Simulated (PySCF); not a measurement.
Job file and geometry (Å, from GFN2-xTB) of an NMR shielding run on `C=C(C)[B@H-]([NH3+])C(=C)C(F)F`, C6H12BF2N, PySCF 2.14.0, density-fitted response routines, GIAO PBE0/pcSseg-1 NMR shielding, non-relativistic, gas phase; density fitting, a coarse starting grid and PySCF grid level 2 are the driver's defaults:

```
$ OMP_NUM_THREADS=1 python probes_run.py task.json out

{"job": {"kind": "nmr", "xc": "PBE0", "basis": "pcSseg-1"}, "charge": 0, "multiplicity": 1}
C     -1.599913    -0.558785     1.261992
C     -1.376675     0.058344     0.108537
C     -2.417179     0.992256    -0.440974
B     -0.022177    -0.131858    -0.754086
N      0.270350    -1.735357    -0.794909
C      1.225282     0.584219    -0.008763
C      1.306881     1.890586     0.209791
C      2.375450    -0.245292     0.486426
F      1.975384    -1.215544     1.369443
F      2.968168    -0.956109    -0.530462
H     -0.879303    -1.218038     1.723458
H     -2.507673    -0.416761     1.831019
H     -1.981370     1.978013    -0.591360
H     -3.275224     1.084800     0.222829
H     -2.760198     0.640064    -1.413129
H     -0.121304     0.223616    -1.884957
H      0.307579    -2.068832     0.165718
H      1.154850    -1.925395    -1.258797
H     -0.486724    -2.200773    -1.282991
H      2.138915     2.357577     0.717526
H      0.523350     2.550275    -0.116981
H      3.171119     0.332379     0.979822
```

Question: Write the output of this run.

Answer: 
```
coarse grid: 18280 points
cycle   1  E = -514.2985559446  dE =  1.179e+00  |g| = 8.115e-01  |ddm| = 4.062e+00
cycle   2  E = -514.2307073437  dE =  6.785e-02  |g| = 1.056e+00  |ddm| = 1.536e+00
cycle   3  E = -514.4380713613  dE = -2.074e-01  |g| = 1.016e-01  |ddm| = 8.745e-01
cycle   4  E = -514.4397886671  dE = -1.717e-03  |g| = 4.937e-02  |ddm| = 1.153e-01
cycle   5  E = -514.4403251392  dE = -5.365e-04  |g| = 1.419e-02  |ddm| = 4.819e-02
cycle   6  E = -514.4403715965  dE = -4.646e-05  |g| = 4.468e-03  |ddm| = 1.623e-02
cycle   7  E = -514.4403761199  dE = -4.523e-06  |g| = 8.237e-04  |ddm| = 4.537e-03
final grid: 177120 points
cycle   8  E = -514.5096529678  dE = -8.681e-05  |g| = 9.857e-03  |ddm| = 5.393e-02
cycle   9  E = -514.5096445276  dE =  8.440e-06  |g| = 1.192e-02  |ddm| = 2.094e-02
cycle  10  E = -514.5096771442  dE = -3.262e-05  |g| = 1.735e-03  |ddm| = 1.122e-02
cycle  11  E = -514.5096777017  dE = -5.575e-07  |g| = 4.457e-04  |ddm| = 1.467e-03
cycle  12  E = -514.5096777445  dE = -4.277e-08  |g| = 1.896e-04  |ddm| = 4.982e-04
cycle  13  E = -514.5096777523  dE = -7.818e-09  |g| = 3.512e-05  |ddm| = 1.813e-04
cycle  14  E = -514.5096777525  dE = -2.269e-10  |g| = 1.152e-05  |ddm| = 3.621e-05
converged SCF energy = -514.5096777525

GIAO shielding tensors (ppm)
atom      isotropic    diamagn.    paramagn.     s11        s22        s33       span
  0 C       70.096     255.696    -185.600    -38.102     97.807    150.583    188.685
  1 C       13.769     261.906    -248.137   -121.767    -16.177    179.251    301.018
  2 C      153.357     246.710     -93.353    132.538    145.197    182.336     49.798
  3 B      117.596     185.048     -67.453    112.315    114.852    125.620     13.305
  4 N      219.200     318.274     -99.074    203.802    219.277    234.521     30.719
  5 C       23.189     263.701    -240.512   -102.846     14.438    157.975    260.820
  6 C       57.286     253.983    -196.696    -56.381     69.698    158.542    214.923
  7 C       53.661     239.600    -185.939     49.332     49.481     62.171     12.839
  8 F      286.462     477.981    -191.519    190.830    313.075    355.481    164.651
  9 F      290.563     474.745    -184.182    188.429    326.001    357.258    168.829
 10 H       26.858      34.767      -7.909     24.013     25.263     31.299      7.286
 11 H       26.213      32.180      -5.967     23.870     25.181     29.587      5.717
 12 H       29.438      30.923      -1.485     25.461     28.946     33.908      8.447
 13 H       29.825      30.013      -0.189     26.270     28.402     34.802      8.532
 14 H       29.481      29.612      -0.131     25.942     28.173     34.328      8.386
 15 H       28.847      32.739      -3.892     26.668     28.399     31.475      4.807
 16 H       27.563      32.689      -5.126     22.915     24.518     35.256     12.341
 17 H       27.575      30.214      -2.639     20.086     25.185     37.456     17.370
 18 H       29.194      30.438      -1.244     22.984     25.394     39.204     16.220
 19 H       26.087      31.217      -5.130     22.335     25.773     30.154      7.819
 20 H       26.247      33.383      -7.136     23.280     24.830     30.630      7.350
 21 H       25.449      28.729      -3.279     23.656     24.116     28.576      4.920
```

Size and cost of the density-fitted run: 230 basis functions, 56 s wall time on 1 thread of an Arm Neoverse V1, shared host; peak memory 1.1 GiB.
